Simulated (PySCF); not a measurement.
SMILES c1c(csc1)-c1c(cccc1)C, singlet (GFN2-xTB optimised geometry):

```
22

C      2.389     0.566     1.867
C      1.976    -0.425     0.820
C      2.675    -1.621     0.709
C      2.325    -2.580    -0.225
C      1.247    -2.357    -1.064
C      0.539    -1.175    -0.965
C      0.896    -0.197    -0.039
C      0.099     1.035     0.000
C     -1.326     1.035     0.000
C     -1.854     2.281     0.009
S     -0.640     3.499    -0.001
C      0.596     2.304     0.000
H      3.141     1.248     1.470
H      1.541     1.156     2.207
H      2.826     0.052     2.720
H      3.509    -1.803     1.372
H      2.887    -3.499    -0.292
H      0.959    -3.101    -1.792
H     -0.297    -0.991    -1.625
H     -1.914     0.135     0.015
H     -2.887     2.568     0.021
H      1.620     2.615    -0.033
```

Calculation: PBE0/def2-SVP run with PySCF.

What are the frontier orbital energies and the dipole moment?

HOMO-2 -7.11 eV, HOMO-1 -7.01 eV, HOMO -6.45 eV, LUMO -0.61 eV, LUMO+1 -0.01 eV; dipole moment 0.31 D.

Meta-Löwdin charges at PBE0/def2-SVP: C1 -0.31, C2 0.02, C3 -0.12, C4 -0.11, C5 -0.11, C6 -0.11, C7 -0.01, C8 -0.02, C9 -0.14, C10 -0.24, S11 0.26, C12 -0.25, H13 0.11, H14 0.12, H15 0.11, H16 0.10, H17 0.11, H18 0.11, H19 0.11, H20 0.12, H21 0.13, H22 0.13.
